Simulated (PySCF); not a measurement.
3-chloro-1H-silole (C4H5ClSi), SMILES ClC1=C[SiH2]C=C1.

Geometry: r2SCAN-D4/def2-SVP.

Two levels are set side by side: TDA-PBE/def2-SVPD (PySCF) and TDA-B3LYP/def2-SVPD (PySCF). Vertical, same geometry. The lowest singlet is HOMO→LUMO 87 % with PBE and HOMO→LUMO 93 % with the other functional; states are paired by order. Differences are taken from unrounded values.

| quantity | TDA-B3LYP | TDA-PBE | TDA-PBE minus TDA-B3LYP |
|---|---|---|---|
| lowest singlet excitation (eV) | 4.51 | 4.28 | -0.23 |
| lowest triplet excitation (TDA) (eV) | 2.66 | 2.65 | -0.01 |
| first bright state (f over 0.05) (eV) | 4.51 | 4.28 | -0.23 |
| its oscillator strength | 0.06 | 0.05 | -0.01 |

Functionals without exact exchange tend to place singlet excitations lower, as here. Differences between two approximate levels are no errors against the true value.

Rough cost on one machine, each run with all the roots and properties that it gave: TDA-B3LYP against TDA-PBE about 3 times.
